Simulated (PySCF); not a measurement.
Isomers of C3H10O2Si, one GFN2-xTB conformer each. Single-point energies are computed at PBE0/pcSseg-1 (PySCF, gas phase, no added dispersion term), electronic only.

**Question.** Rank them by PBE0/pcSseg-1 energy, lowest first (kcal/mol).
A. `[CH3:1][CH2:2][O:3][CH2:4][O:5][SiH3:6]` with C1–C2–O3–C4 71°, C2–O3–C4–O5 154°, O3–C4–O5–Si6 -9°
B. `[CH3:1][O:2][SiH:3]([CH3:4])[O:5][CH3:6]` with C1–O2–Si3–C4 178°, O2–Si3–O5–C6 63°

**Answer.** B (0.0), A (40.0).

As drawn, the lower has an Si–C bond, which the higher lacks. GFN2-xTB itself gives, in the same order: 0.0, 16.4. Both levels put the same isomer lowest.

**Question.** Which frontier levels, dipoles and rotational constants go with these structures?

**Answer.** 
```tsv
SMILES	HOMO (eV, PBE0/pcSseg-1)	LUMO (eV)	dipole (D)	A, B, C (MHz)
CO[SiH](C)OC	-8.00	1.30	1.29	3167, 2383, 1604
CCOCO[SiH3]	-7.49	0.92	2.45	8176, 1332, 1212
```
